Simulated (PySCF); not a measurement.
## Field gradients at the hydrogen positions

Compound: C7H16Si2.
Atom-mapped SMILES: `[SiH3:1]/[CH:2]=[CH:3]\[SiH2:4][CH:5]1[CH2:6][CH2:7][CH2:8][CH2:9]1` (hydrogens: H10, H11, H12 on Si1; H13 on C2; H14 on C3; H15, H16 on Si4; H17 on C5; H18, H19 on C6; H20, H21 on C7; H22, H23 on C8; H24, H25 on C9)

Structure used (GFN2-xTB), in Å, numbered top down from 1:
```xyz
25
C7H16Si2 angstrom
Si     3.385    1.067   -0.493
C      3.059    0.164    1.127
C      2.128   -0.759    1.365
Si     0.849   -1.447    0.168
C     -0.826   -0.597    0.487
C     -1.983   -1.158   -0.339
C     -3.084   -0.094   -0.231
C     -2.361    1.226    0.101
C     -0.867    0.885    0.115
H      4.361    2.129   -0.220
H      3.943    0.144   -1.484
H      2.158    1.674   -1.015
H      3.717    0.440    1.948
H      2.081   -1.183    2.366
H      0.708   -2.888    0.433
H      1.243   -1.242   -1.230
H     -1.094   -0.685    1.545
H     -1.671   -1.270   -1.379
H     -2.314   -2.133    0.018
H     -3.654   -0.020   -1.157
H     -3.783   -0.353    0.565
H     -2.586    2.006   -0.627
H     -2.671    1.589    1.081
H     -0.305    1.508    0.810
H     -0.444    1.024   -0.882
```

Level: PBE0/pcSseg-1 (PySCF, non-relativistic); Q(2H) = 0.00286 b; rigid geometry, the same for H and D, with no vibrational averaging.

Question: Rank these positions by the coupling χzz of a deuteron there, largest first.
A. H20 (methylene hydrogen)
B. H17 (methine hydrogen)
C. H13 (vinylic hydrogen)
D. H15 (Si–H hydrogen)

Answer: C (214 kHz), A (209 kHz), B (203 kHz), D (106 kHz).

Q: Tabulate Vzz, the asymmetry η and χzz = 234.96 MHz × Q × Vzz for every hydrogen position.

A: 
```csv
atom,bonded to,bond length (Å),Vzz (au),η,χzz (kHz)
H10,Si1,1.467,0.1596,0.02,107
H11,Si1,1.466,0.1623,0.01,109
H12,Si1,1.464,0.1627,0.02,109
H13,C2,1.088,0.3178,0.04,214
H14,C3,1.088,0.3168,0.03,213
H15,Si4,1.472,0.1571,0.01,106
H16,Si4,1.467,0.1607,0.03,108
H17,C5,1.096,0.3018,0.00,203
H18,C6,1.092,0.3046,0.02,205
H19,C6,1.089,0.3117,0.01,209
H20,C7,1.089,0.3110,0.01,209
H21,C7,1.090,0.3081,0.01,207
H22,C8,1.090,0.3108,0.01,209
H23,C8,1.091,0.3072,0.01,206
H24,C9,1.090,0.3108,0.01,209
H25,C9,1.092,0.3041,0.02,204
```

Q: Average by the element that carries the hydrogen.

A: on Si: 108 kHz over 5 positions, mean bond length 1.467 Å; on C: 208 kHz over 11 positions, mean bond length 1.090 Å.

Q: How does χzz go with the bond length over the 11 C–H bonds?

A: A straight-line fit has a slope of -14.0 kHz for each 0.01 Å, with a correlation coefficient of -0.91, over lengths from 1.088 to 1.096 Å. The longer bonds have the smaller couplings here.

Geometry: GFN2-xTB, one conformer, isolated molecule. GFN2-xTB bond lengths can be off by several hundredths of an ångström, more for odd bonds, and the gradients follow them. A larger basis could move these couplings by a tenth or more.

These values come from a run that also computed NMR shieldings. Hardware: an Arm Neoverse V2 with one thread, shared host. Cost: 52 s wall, 1.1 GiB resident at most.
